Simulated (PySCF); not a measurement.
Z-matrix (Å, degrees):
```
Ti
F 1 1.7322
F 1 1.7328 2 113.81
H 1 1.6988 2 108.00 3 120.05
H 1 1.6992 4 110.80 2 -118.12
```
Charge 0, spin multiplicity 1.

Problem. What dipole moment, HOMO and LUMO does TPSSh-D3(BJ)/def2-TZVP // BP86-D3(BJ)/def2-SVP (PySCF 2.14.0) give?

Solution. 
The dipole moment is 0.46 D and the HOMO is -8.57 eV. The LUMO comes out as -3.78 eV.
